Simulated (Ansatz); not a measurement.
Basis-set extrapolation for C₂H₅AlOS₂ (PBE0-D4/def2-TZVP geometry, frozen core, the Gaussian-basis code of Ansatz). Multiplicity 1, RHF reference.

|  | def2-TZVPP | def2-QZVPP |
| --- | --- | --- |
| HF | -1190.657813 | -1190.694255 |
| MP2 correlation | -0.993853 | -1.070945 |
| CCSD(T) correlation | -1.092341 | not run |

Energies in hartree. Use E(X) = E(∞) + A·exp(−7.88·√X) for Hartree–Fock and E(X) = E(∞) + B·X^(−2.97) for correlation, with X = 3 and 4, and add CCSD(T) minus MP2 of the smaller set to the MP2 limit.

What is the CCSD(T) energy at the basis-set limit?

HF limit: -1190.694255 + (-0.036442) × 0.13774 = -1190.69927. MP2 limit: -1.070945 + (-0.077092) × 0.74074 = -1.12805. Higher-order term: -1.092341 − (-0.993853) = -0.09849. Total: -1191.92581 hartree, 4.78 eV below CCSD(T)/def2-TZVPP.
